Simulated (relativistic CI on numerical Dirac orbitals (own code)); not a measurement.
Calculated at this level of theory: Dirac-Coulomb-Breit CI, separate exchange-only KLI orbitals for each configuration, a model potential for QED, unscaled Slater integrals (own radial code, finite nucleus).

Configuration list (outside the closed core [Ne]): 3s²3p⁶, 3s²3p⁵3d, 3s3p⁶3d, 3s²3p⁵4s, 3s²3p⁵4p, 3s²3p⁵4d, 3p⁶3d4p, 3s3p⁶4s, 3s²3p⁵4f, 3s3p⁶4p, 3s3p⁶4d, 3s3p⁶4f, 3s²3p⁵5s, 3s²3p⁵5p, 3s²3p⁵5d, 3s²3p⁵5f, 3s²3p⁵5g, 3s3p⁶5s, 3s3p⁶5p, 3s3p⁶5d, 3s3p⁶5f, 3p⁶3d², 3p⁵3d³, 3p⁵3d²4s, 3p⁵3d²4p, 3p⁵3d²4d, 3p⁶3d4s, 3p⁵3d4s², 3p⁵3d4s4p, 3p⁵3d4s4d, 3p⁶4s², 3p⁵4s²4p, 3p⁵4s²4d. Double excitations out of closed p, d and f shells are left out; levels of such configurations are missing from the list, as are those of other unlisted configurations, and high levels can miss mixing partners. These lack a partner that the ground configuration has and come out too high: 3s²3p⁵4f, 3s²3p⁵5s, 3s²3p⁵5p, 3s²3p⁵5d, 3s²3p⁵5f.

At this charge energies of transitions that change n are usually good to better than 1 %, and those within a shell (Δn = 0) to a few per cent.

Outline of the computed level scheme of Ce XLI. Lowest level of each configuration: 3s²3p⁶ ¹S0 at 0.00 eV; 3s²3p⁵3d ³P°0 at 172.16 eV; 3s3p⁶3d ³D1 at 441.18 eV; 3p⁶3d² ³F2 at 894.91 eV; 3p⁵3d³ ⁵F°2 at 1066.04 eV.

Some strong electric-dipole decays among the lowest 45 levels: 3s²3p⁵3d ¹P°1 → 3s²3p⁶ ¹S0 (1.4e+12 s⁻¹); 3s3p⁶3d ³D2 → 3s²3p⁵3d ³F°3 (5.4e+11 s⁻¹); 3s3p⁶3d ³D3 → 3s²3p⁵3d ³F°4 (5.2e+11 s⁻¹); 3s3p⁶3d ³D1 → 3s²3p⁵3d ³D°2 (3.2e+11 s⁻¹); 3s²3p⁵3d ³D°1 → 3s²3p⁶ ¹S0 (3.1e+11 s⁻¹); 3s3p⁶3d ³D1 → 3s²3p⁵3d ³P°1 (2.9e+11 s⁻¹); 3s3p⁶3d ³D2 → 3s²3p⁵3d ³D°2 (1.8e+11 s⁻¹); 3s3p⁶3d ³D1 → 3s²3p⁵3d ³P°0 (1.4e+11 s⁻¹).

LS names give the leading component of a level, which can be under half, so a name can repeat, a term be missing and a line seem to break the LS rules.
